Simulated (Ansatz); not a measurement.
Cost and result for the atomization energy of CH$_{3}$BClFO, SMILES `COB(F)Cl` (8 atoms, 7 bonds).

The species carries charge 0 and has multiplicity 1. Geometry: relaxed with PBE0-D4/def2-TZVP. It is one conformer, not always the lowest. Program: Ansatz. All runs use 2 threads of a server CPU on a shared host. Times are those of one run each, without the atoms' runs, and a repeat can differ threefold. Electronic energies, without spin–orbit coupling; frozen cores. CCSD(T)/CBS adds CCSD(T) − MP2 in def2-TZVPP to the MP2 limit, and its time is that of the two runs behind it. T1 = 0.012. B3LYP takes the VWN-RPA correlation (the form of Gaussian; ORCA's B3LYP/G). HSE06 is the plane-wave form, built on full-range PBE exchange.

CCSD(T)/CBS is a level of theory with its own doubt, some kJ/mol a heavy atom from the limit and from the frozen cores, so smaller differences don't rank the functionals.

```csv
level,functions,wall time,atomization (kJ/mol),difference from CCSD(T)/CBS,per bond
BLYP-D4/def2-TZVPP,208,1.6 s,3314.9,3.9,0.6
PBE-D4/def2-TZVPP (with forces),208,2.4 s,3405.0,94.0,13.4
PBE0-D4/def2-TZVPP,208,2.6 s,3328.8,17.8,2.5
HSE06-D4/def2-TZVPP,208,2.9 s,3331.9,20.9,3.0
CCSD(T)/def2-SVP,89,3.9 s,3174.5,-136.5,-19.5
B3LYP-D4/def2-TZVPP (with forces),208,4.3 s,3307.4,-3.6,-0.5
r2SCANh-D4/def2-TZVPP,208,4.3 s,3315.8,4.8,0.7
r2SCAN-D4/def2-TZVPP (with forces),208,4.5 s,3343.1,32.1,4.6
B2PLYP/def2-TZVPP,208,6 s,3288.7,-22.3,-3.2
ωB97M-V/def2-TZVPP (with forces),208,8.5 s,3333.3,22.3,3.2
MP2/def2-QZVPP,388,21 s,3388.1,77.1,11.0
CCSD(T)/def2-TZVPP,208,82 s,3230.3,-80.7,-11.5
CCSD(T)/CBS(def2),–,100 s,3311.0,0.0,0.0
```

From PBE to PBE0 (25 % exact exchange), in def2-TZVPP and without D4, the atomization energy moves by −73.9 kJ/mol: exact exchange takes away binding that semilocal exchange gives to molecules. In def2-TZVPP, CCSD(T) changes the Hartree–Fock value by +755.3 kJ/mol (the triples alone add +53.2 kJ/mol) and MP2 by +865.3 kJ/mol; breaking electron pairs costs correlation energy, which Hartree–Fock lacks. At CCSD(T), def2-SVP lies −136.6 kJ/mol from the extrapolated value and def2-TZVPP −80.7 kJ/mol: correlation converges slowly with the basis, and small sets miss more of it in the bonded molecule than in its fragments.
